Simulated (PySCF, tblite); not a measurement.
Isomers of C6H6F (doublet state). All values are computed: GFN2-xTB (tblite) harmonic vibrations without scaling, gas phase. Errors from tens to a few hundred cm⁻¹ against measured bands are possible. One conformer each. Open shells enter through the occupations alone, without spin polarisation, and single modes of such species can be off by tens of per cent.

Electronic energies: B3LYP/pcH-1 single points on the GFN2-xTB geometries (PySCF, gas phase).

| SMILES | electronic energy, lowest = 0 (kcal/mol) |
| --- | --- |
| CC1=C(F)C[C]=C1 | 37.1 |
| F[C@@]12C=C[C@@H]1[CH]C2 | 58.5 |
| [CH2]C1=C(F)CC=C1 | 6.7 |
| F[C@@]12[CH]C[C@@H]1C=C2 | 58.3 |
| FC[C]1C=CC=C1 | 5.1 |
| CC1=C(F)[CH]C=C1 | 0.0 |
| F[C@]12C=C[C]1CC2 | 62.0 |

**Question.** How do GFN2-xTB zero-point energies change the relative energies?

**Answer.** 
```json
{"SMILES": "CC1=C(F)[CH]C=C1", "ZPE (kcal/mol)": "60.8", "of it from modes above 1550 cm⁻¹": "26.4", "electronic (kcal/mol)": "0.0", "with ZPE, lowest = 0 (kcal/mol)": "0.0", "lowest mode (cm⁻¹)": "80", "rings": "1"}
{"SMILES": "FC[C]1C=CC=C1", "ZPE (kcal/mol)": "60.7", "of it from modes above 1550 cm⁻¹": "26.3", "electronic (kcal/mol)": "5.1", "with ZPE, lowest = 0 (kcal/mol)": "5.0", "lowest mode (cm⁻¹)": "63", "rings": "1"}
{"SMILES": "[CH2]C1=C(F)CC=C1", "ZPE (kcal/mol)": "60.9", "of it from modes above 1550 cm⁻¹": "28.7", "electronic (kcal/mol)": "6.7", "with ZPE, lowest = 0 (kcal/mol)": "6.8", "lowest mode (cm⁻¹)": "170", "rings": "1"}
{"SMILES": "CC1=C(F)C[C]=C1", "ZPE (kcal/mol)": "61.3", "of it from modes above 1550 cm⁻¹": "30.7", "electronic (kcal/mol)": "37.1", "with ZPE, lowest = 0 (kcal/mol)": "37.6", "lowest mode (cm⁻¹)": "110", "rings": "1"}
{"SMILES": "F[C@@]12[CH]C[C@@H]1C=C2", "ZPE (kcal/mol)": "60.6", "of it from modes above 1550 cm⁻¹": "28.5", "electronic (kcal/mol)": "58.3", "with ZPE, lowest = 0 (kcal/mol)": "58.1", "lowest mode (cm⁻¹)": "177", "rings": "2"}
{"SMILES": "F[C@@]12C=C[C@@H]1[CH]C2", "ZPE (kcal/mol)": "60.8", "of it from modes above 1550 cm⁻¹": "28.5", "electronic (kcal/mol)": "58.5", "with ZPE, lowest = 0 (kcal/mol)": "58.4", "lowest mode (cm⁻¹)": "203", "rings": "2"}
{"SMILES": "F[C@]12C=C[C]1CC2", "ZPE (kcal/mol)": "61.9", "of it from modes above 1550 cm⁻¹": "26.2", "electronic (kcal/mol)": "62.0", "with ZPE, lowest = 0 (kcal/mol)": "63.0", "lowest mode (cm⁻¹)": "175", "rings": "2"}
```

The zero-point energies span 1.3 kcal/mol, from `F[C@@]12[CH]C[C@@H]1C=C2` to `F[C@]12C=C[C]1CC2`. The order is unchanged.

**Question.** And how do the electronic energies of GFN2-xTB itself compare?

**Answer.** `CC1=C(F)[CH]C=C1` 0.0; `FC[C]1C=CC=C1` 6.1; `[CH2]C1=C(F)CC=C1` 9.8; `CC1=C(F)C[C]=C1` 37.3; `F[C@@]12[CH]C[C@@H]1C=C2` 49.6; `F[C@@]12C=C[C@@H]1[CH]C2` 49.0; `F[C@]12C=C[C]1CC2` 50.5 kcal/mol, lowest = 0. Against the energies above, taken from the same isomer `CC1=C(F)[CH]C=C1`, the largest difference is 11.5 kcal/mol.

**Question.** What do entropy and thermal enthalpy add at 298.15 K and 1 bar (rigid rotor, harmonic oscillator, one conformer each)?

**Answer.** 
| SMILES | point group | symmetry number | S (cal/(mol K)) | H − H(0) (kcal/mol) | ZPE + H − H(0) − TS (kcal/mol) |
| --- | --- | --- | --- | --- | --- |
| FC[C]1C=CC=C1 | Cs | 1 | 81.8 | 4.67 | 41.0 |
| [CH2]C1=C(F)CC=C1 | Cs | 1 | 79.8 | 4.60 | 41.8 |
| CC1=C(F)C[C]=C1 | Cs | 1 | 82.3 | 4.88 | 41.6 |
| F[C@@]12[CH]C[C@@H]1C=C2 | C1 | 1 | 78.6 | 4.46 | 41.6 |
| F[C@@]12C=C[C@@H]1[CH]C2 | C1 | 1 | 77.6 | 4.34 | 42.0 |
| F[C@]12C=C[C]1CC2 | C1 | 1 | 77.2 | 4.23 | 43.1 |

S holds R ln(2S + 1) for the spin.

Not tabulated: `CC1=C(F)[CH]C=C1` (point group not settled).
